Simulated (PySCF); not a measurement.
4-chlorobenzyl alcohol, C7H7ClO.
Numbering: `[OH:1][CH2:2][c:3]1[cH:4][cH:5][c:6]([Cl:7])[cH:8][cH:9]1` (hydrogens: H10 on O1; H11, H12 on C2; H13 on C4; H14 on C5; H15 on C8; H16 on C9)

Method: PySCF, PBE0-D3(BJ)/def2-SVP geometry optimisation, gas phase; density fitting, grid level 2; the optimiser is geomeTRIC in internal coordinates, started from a GFN2-xTB structure.

Step 6: E = -21917.2779 eV
```
atom  x, y, z in Å  |  force x, y, z in eV/Å
O1      2.7358    0.9264   -0.0032   -0.078  -0.056   0.087
C2      2.0739   -0.2791    0.2898   -0.077   0.176  -0.505
C3      0.5739   -0.1720    0.1339    0.167   0.135   0.075
C4     -0.1609   -1.1621   -0.5200   -0.305   0.138   0.176
C5     -1.5497   -1.0559   -0.6515    0.286   0.015   0.040
C6     -2.1926    0.0676   -0.1420    0.021   0.136   0.081
Cl7    -3.9114    0.2188   -0.2966   -0.023  -0.012  -0.018
C8     -1.4722    1.0851    0.4930    0.079  -0.175  -0.069
C9     -0.0933    0.9597    0.6293   -0.173  -0.236  -0.175
H10     2.4199    1.2262   -0.8639    0.040  -0.019   0.037
H11     2.4403   -1.1105   -0.3447   -0.001  -0.032   0.041
H12     2.3392   -0.5301    1.3219    0.025  -0.046   0.255
H13     0.3530   -2.0364   -0.9199    0.035  -0.097  -0.065
H14    -2.1281   -1.8335   -1.1479   -0.043  -0.049  -0.049
H15    -1.9984    1.9589    0.8746   -0.042   0.063   0.031
H16     0.4793    1.7521    1.1098    0.090   0.059   0.058
```

Step 7: E = -21917.2917 eV
```
atom  x, y, z in Å  |  force x, y, z in eV/Å
O1      2.7480    0.9431    0.1531   -0.110  -0.015   0.040
C2      2.0776   -0.2845    0.2501   -0.002   0.018  -0.153
C3      0.5792   -0.1707    0.0896   -0.056   0.143   0.109
C4     -0.1847   -1.1831   -0.4944    0.026  -0.152  -0.048
C5     -1.5718   -1.0863   -0.6069    0.153   0.075   0.039
C6     -2.2038    0.0596   -0.1317   -0.003   0.089   0.044
Cl7    -3.9249    0.2154   -0.2663    0.012  -0.017  -0.004
C8     -1.4644    1.0929    0.4473   -0.036  -0.015  -0.021
C9     -0.0830    0.9719    0.5558   -0.012  -0.053  -0.044
H10     2.4735    1.3606   -0.6716    0.037  -0.019  -0.001
H11     2.4654   -1.0238   -0.4780   -0.012  -0.037  -0.002
H12     2.3165   -0.6810    1.2509   -0.021  -0.014   0.019
H13     0.3149   -2.0767   -0.8774    0.012  -0.038  -0.014
H14    -2.1590   -1.8823   -1.0668    0.009  -0.007   0.000
H15    -1.9803    1.9836    0.8087   -0.001   0.015   0.010
H16     0.5054    1.7767    1.0004    0.004   0.027   0.026
```

Problem. Estimate the geometry and energy of step 8. (The exact step hangs on the optimiser's Hessian estimate; all steps are aligned on step 7, rigid shifts and turns removed.)

Solution. E = -21917.2940 eV, largest force 0.163 eV/Å
```
atom  x, y, z in Å  |  force x, y, z in eV/Å
O1      2.7542    0.9268    0.2371   -0.040   0.031   0.003
C2      2.0681   -0.2916    0.2167    0.059   0.015   0.152
C3      0.5736   -0.1534    0.0695    0.064  -0.079   0.047
C4     -0.1801   -1.1945   -0.4773   -0.062   0.045  -0.056
C5     -1.5636   -1.0929   -0.5759   -0.082  -0.113  -0.058
C6     -2.2032    0.0600   -0.1239   -0.010   0.002  -0.002
Cl7    -3.9267    0.1902   -0.2553    0.013   0.003   0.005
C8     -1.4695    1.1097    0.4254   -0.064   0.028  -0.003
C9     -0.0869    0.9935    0.5205    0.142   0.016   0.004
H10     2.5177    1.4106   -0.5621    0.028  -0.008  -0.027
H11     2.4519   -0.9782   -0.5642   -0.013   0.012  -0.017
H12     2.2882   -0.7774    1.1861   -0.002   0.021  -0.082
H13     0.3183   -2.0974   -0.8464   -0.016   0.049   0.032
H14    -2.1534   -1.9012   -1.0128   -0.004   0.017   0.018
H15    -1.9863    2.0060    0.7751    0.022  -0.021  -0.007
H16     0.5067    1.8052    0.9502   -0.033  -0.020  -0.008
```

The energy changes by -0.0022 eV. The first-order estimate −F·Δx gives -0.0131 eV and the mean of the old and new forces, exact on a quadratic surface, -0.0023 eV. The step makes an angle of 82° with the force vector and moves no atom by more than 0.128 Å.

What follows is the cost of the whole optimisation. The run took 3.0 min on Arm Neoverse V2, one thread, shared host with 32 logical CPUs at a one-minute load of 16, and the process peaked at 0.78 GiB of memory.
